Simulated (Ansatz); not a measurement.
Coupled-cluster diagnostics for (ClBS)3 ring (B₃S₃Cl₃), Ansatz.

Geometry of the singlet (PBE-D4/def2-SVP):

```
atom    x (Å)    y (Å)    z (Å)
  B1  -0.5537  -0.7655  -1.4249
 Cl2  -1.1256  -1.5560  -2.8962
  S3  -1.2929   0.8609  -1.1030
  B4  -0.6065   1.5381   0.4351
 Cl5  -1.2329   3.1264   0.8842
  S6   0.6169   0.8530   1.5880
  B7   1.1603  -0.7725   0.9898
 Cl8   2.3584  -1.5704   2.0119
  S9   0.6760  -1.7139  -0.4848
```

Correlated methods freeze 33 core orbitals.

**Question.** Estimate the CCSD(T) correlation energy, the shares of MP2 and (T), T1 and the reference's ⟨S²⟩ for: charge 0, singlet, own geometry in def2-SVP; charge 1, doublet, vertical in def2-SVP; and the rough time on 2 threads of AMD EPYC 7R13 on a shared host and a share (18 GiB) of an NVIDIA H100 80GB HBM3.

**Answer.** 
| state | basis | correlation (eV) | MP2 share (%) | (T) share (%) | T1 | ⟨S²⟩ (pure) | wall time |
| --- | --- | --- | --- | --- | --- | --- | --- |
| charge 0, singlet, own geometry | def2-SVP | -30.629 | 90.3 | 3.6 | 0.016 | 0.00 (0.00) | 4.1 s |
| charge 1, doublet, vertical | def2-SVP | -30.490 | 89.2 | 3.9 | 0.033 | 0.76 (0.75) | 7.5 s |
Customary marks for T1 are 0.02 (closed shells), 0.045 (open shells) and about 0.05 (3d metals). T1 exceeds 0.02 in 1 of 2 rows and 0.045 in 0; the higher it lies, the less the single-reference result can be trusted.
